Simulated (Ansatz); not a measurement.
Reaction (substitution at a C–Br bond): `FC(Br)CI` + HI → `FC(I)CI` + HBr

Program: Ansatz. Geometries: PBE0-D4/def2-TZVP. ΔE: electronic, gas phase. CBS: MP2 limit from def2 TZ/QZ plus the TZ coupled-cluster correction, frozen cores. Functionals use def2-TZVPP. def2 core potentials past Kr. For Br, I outer-core shells are correlated without core-valence functions, which leaves a few kJ/mol of doubt a bond. Scalar relativity is left out up to krypton. One conformer a species, not always the lowest.

```
   species  ωB97M-V energy (Eh)
`FC(Br)CI`          -3049.57421
        HI           -298.28326
 `FC(I)CI`           -773.25047
       HBr          -2574.60884
```

Problem. Work out ΔE.

Solution. ΔE = (-773.25047) + (-2574.60884) − (-3049.57421) − (-298.28326) = -0.00184 Eh = -4.8 kJ/mol. CCSD(T)/CBS gives -11.3 kJ/mol.

Largest T1 diagnostic among the species: 0.009.

In def2-TZVPP, CCSD(T) changes the Hartree–Fock value by −3.2 kJ/mol (the triples alone add −1.8 kJ/mol) and MP2 by −5.9 kJ/mol.
